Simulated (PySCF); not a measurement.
C3H13NSi2, SMILES CCC(N)([SiH3])[SiH3].

Geometry: PBE0-D3(BJ)/def2-SVP. This is a generated structure with no PubChem entry under its InChIKey; it may be hypothetical. One conformer was computed; it need not be the lowest.

Two levels are set side by side: PBE/def2-TZVP (PySCF) and r2SCAN/def2-TZVP (PySCF). Same geometry, gas phase. Differences are taken from unrounded values.

```json
[
 {"quantity": "orbital gap (eV)", "r2SCAN": "5.44", "PBE": "4.80", "PBE minus r2SCAN": "-0.64"},
 {"quantity": "highest occupied level (eV)", "r2SCAN": "-5.60", "PBE": "-5.37", "PBE minus r2SCAN": "0.23"},
 {"quantity": "lowest empty level (eV)", "r2SCAN": "-0.16", "PBE": "-0.57", "PBE minus r2SCAN": "-0.41"},
 {"quantity": "dipole moment (D)", "r2SCAN": "0.91", "PBE": "0.91", "PBE minus r2SCAN": "0.00"}
]
```

Rough cost on one machine, each run with all the roots and properties that it gave: r2SCAN against PBE about 2 times.
